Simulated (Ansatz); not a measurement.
Geometry optimisation, Ansatz, RKS r2SCAN/def2-SVP.

input.yaml

```yaml
crystal:
  periodic: [false, false, false]
  atoms:
    - { symbol: Sn, position_ang: [-0.507282, 1.295356, -1.178582] }
    - { symbol: H, position_ang: [0.169989, 1.150075, 0.379751] }
    - { symbol: H, position_ang: [0.544288, 0.636301, -2.348667] }
    - { symbol: H, position_ang: [-2.03725, 0.548424, -1.201765] }
    - { symbol: H, position_ang: [-0.692454, 2.969759, -1.4924] }
    - { symbol: H, position_ang: [0.619118, -1.647269, 0.404131] }
    - { symbol: O, position_ang: [0.32905, -1.872565, -0.494468] }
    - { symbol: H, position_ang: [0.439161, 0.241519, 2.052005] }
    - { symbol: O, position_ang: [0.466611, -0.650311, 2.429143] }
    - { symbol: H, position_ang: [1.13943, -1.776717, -1.013888] }
    - { symbol: H, position_ang: [-0.470562, -0.894671, 2.464839] }
basis:
  gaussian: { orbitals: def2-SVP }
hamiltonian:
  xc: r2scan
relax:
  f_tol: 0.03
  max_steps: 50
```

Run as:

```bash
$ ansatz run input.yaml --threads 2 --pin off --max-ram 3072MiB --backend cpu --events-out ev --progress --plain --runs-dir out
```

Where does it end, and by what steps?

The run converged. After 7 steps the energy has fallen by 0.124 eV; O7 moved furthest, 0.36 Å.

```json
{"step": "0", "energy less start (eV)": "0.0000", "largest force component (eV/Å)": "0.208", "accepted": "yes"}
{"step": "1", "energy less start (eV)": "-0.0287", "largest force component (eV/Å)": "1.098", "accepted": "yes"}
{"step": "2", "energy less start (eV)": "-0.0704", "largest force component (eV/Å)": "1.197", "accepted": "yes"}
{"step": "3", "energy less start (eV)": "-0.0942", "largest force component (eV/Å)": "0.365", "accepted": "yes"}
{"step": "4", "energy less start (eV)": "-0.1179", "largest force component (eV/Å)": "0.287", "accepted": "yes"}
{"step": "5", "energy less start (eV)": "-0.1211", "largest force component (eV/Å)": "0.095", "accepted": "yes"}
{"step": "6", "energy less start (eV)": "-0.1233", "largest force component (eV/Å)": "0.046", "accepted": "yes"}
{"step": "7", "energy less start (eV)": "-0.1244", "largest force component (eV/Å)": "0.024", "accepted": "yes"}
```

```xyz
11
Properties=species:S:1:pos:R:3
Sn -0.460 1.223 -1.174
H 0.179 1.303 0.423
H 0.718 0.711 -2.296
H -1.917 0.343 -1.216
H -0.833 2.867 -1.560
H 0.342 -1.475 0.481
O 0.196 -1.541 -0.486
H 0.643 0.052 1.930
O 0.486 -0.867 2.200
H 1.068 -1.769 -0.833
H -0.422 -0.846 2.532
```

Run time: 23 s on 2 threads of Arm Neoverse V1 (shared host), peak memory 0.14 GiB.
